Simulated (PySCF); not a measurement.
H₂RuO₂, singlet: data card

Computed with PBE0 in PySCF with Ru def2-TZVP with ECP28, O def2-TZVP, H def2-TZVP; scalar-relativistic core potentials, no spin–orbit coupling; density-fitted integrals.

The structure is a minimum.

```
Point group                                                                   : C2v
Bond lengths                                                                  : Ru–H 1.571 Å (×2), Ru–O 1.651 Å (×2)
Bond angles                                                                   : H–Ru–H 80.5°, H–Ru–O 105.4° (×4), O–Ru–O 139.2°
Rotational symmetry number                                                    : 2
Enthalpy at 298.15 K above 0 K                                                : 13.11 kJ/mol
Dipole moment                                                                 : 0.82 D
Lowest empty level                                                            : -3.78 eV
Rotational constants                                                          : 1.233, 0.2143, 0.1911 cm⁻¹
Highest occupied level                                                        : -8.74 eV
Principal polarisabilities                                                    : 33.9, 35.9, 50.8 bohr³
Zero-point energy                                                             : 56.0 kJ/mol
Atomisation energy without zero-point energy                                  : 1520 kJ/mol
Principal quadrupole moments (Buckingham, traceless) about the centre of mass : -6.72, 3.05, 3.67 D Å
Heat capacity Cp at 298.15 K                                                  : 59.4 J/(mol K)
Entropy at 298.15 K and 1 bar                                                 : 276.9 J/(mol K)
```

Harmonic modes (masses in u: Ru 101.904, O 15.995, H 1.008):
| symmetry | ω (cm⁻¹) | IR (km/mol) | μ (u) | type |
| --- | --- | --- | --- | --- |
| b1 | 271 | 4.4 | 1.66 | bend |
| a1 | 299 | 8.2 | 15.97 | bend |
| b2 | 720 | 11.9 | 1.07 | bend |
| a1 | 759 | 29.7 | 1.02 | bend |
| a2 | 789 | 0.0 | 1.03 | bend |
| b2 | 1045 | 275 | 16.83 | stretch |
| a1 | 1063 | 18.5 | 16.64 | stretch |
| b1 | 2196 | 7.9 | 1.02 | stretch |
| a1 | 2226 | 2.4 | 1.02 | stretch |

In C2v the vibrations span 2b1 + 4a1 + 2b2 + a2. The a2 mode carries no infrared intensity, as symmetry demands.

Charges (e):
| atom | Mulliken | Löwdin | polar tensor | Mayer order to Ru1 |
| --- | --- | --- | --- | --- |
| Ru1 | 0.87 | 0.37 | 1.18 | – |
| O2,3 | -0.52 | -0.25 | -0.61 | 1.74 |
| H4,5 | 0.08 | 0.06 | 0.02 | 0.90 |
Other Mayer orders above 0.3: O–O 0.41.

Mulliken populations on Ru1 (electrons outside its core potential): s 2.52, p 6.43, d 6.14, f 0.04.

Other isomers or separated fragments may lie lower.

The final relaxation and frequency run took 28 s on 4 threads of a shared Arm Neoverse V2 host, with 114 basis functions and 14 gradients; the process peaked at 1.5 GiB.
